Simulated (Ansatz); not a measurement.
```yaml
crystal:
  periodic: [false, false, false]
  atoms:
    - {symbol: C, position_ang: [-3.170159, -1.853895, -0.616824]}
    - {symbol: C, position_ang: [-2.909532, -2.216715, 0.698665]}
    - {symbol: C, position_ang: [-1.783131, -1.737883, 1.359030]}
    - {symbol: C, position_ang: [-0.922596, -0.891814, 0.684857]}
    - {symbol: C, position_ang: [-1.188370, -0.521830, -0.656490]}
    - {symbol: C, position_ang: [-2.310765, -1.003352, -1.303964]}
    - {symbol: C, position_ang: [-0.115829, 0.372370, -1.103084]}
    - {symbol: C, position_ang: [0.179165, 1.040768, -2.263019]}
    - {symbol: C, position_ang: [1.348061, 1.835799, -2.308798]}
    - {symbol: C, position_ang: [2.198777, 1.963720, -1.235743]}
    - {symbol: C, position_ang: [1.919431, 1.285221, -0.025821]}
    - {symbol: C, position_ang: [2.675491, 1.300135, 1.170194]}
    - {symbol: C, position_ang: [2.253361, 0.575609, 2.260330]}
    - {symbol: C, position_ang: [1.072561, -0.202849, 2.246131]}
    - {symbol: C, position_ang: [0.320722, -0.235329, 1.100305]}
    - {symbol: C, position_ang: [0.762101, 0.510269, -0.010251]}
    - {symbol: H, position_ang: [-4.053744, -2.238304, -1.113279]}
    - {symbol: H, position_ang: [-3.592206, -2.880810, 1.216253]}
    - {symbol: H, position_ang: [-1.588134, -2.026793, 2.385957]}
    - {symbol: H, position_ang: [-2.522618, -0.725840, -2.330697]}
    - {symbol: H, position_ang: [-0.456526, 0.975467, -3.139257]}
    - {symbol: H, position_ang: [1.578734, 2.363334, -3.227487]}
    - {symbol: H, position_ang: [3.084395, 2.584845, -1.316283]}
    - {symbol: H, position_ang: [3.588278, 1.883437, 1.226592]}
    - {symbol: H, position_ang: [2.845957, 0.599320, 3.167945]}
    - {symbol: H, position_ang: [0.786556, -0.754880, 3.134738]}
basis:
  gaussian: {orbitals: cc-pVTZ-DK}
hamiltonian: {xc: {name: B97}}
outputs: {forces: true}
```

```sh
$ ansatz run in.yaml --threads 11 --pin off --events-out ev --progress --plain --max-ram 174080MiB --backend cuda --devices 0, --max-vram 75GiB
```

It prints (some lines left out):

```
Error: YAML parse error: error: line 33 column 1: unknown field `outputs`, expected one of crystal, accuracy, basis, kpoints, hamiltonian, magnetization, projection, total_charge, correlation, batch, efield, external_charges, scf, relax, neb, saddle, md, ramp, phonons, dielectric, real_time, elastic, magnetic_configurations, gw, evaluate, workflow, output, checkpoint, execution
31 |   gaussian: {orbitals: cc-pVTZ-DK}
32 | hamiltonian: {xc: {name: B97}}
33 | outputs: {forces: true}
```

**Question.** Something in this input is off. What?

**Answer.** The input holds a key that doesn't belong there. The program refused the input.
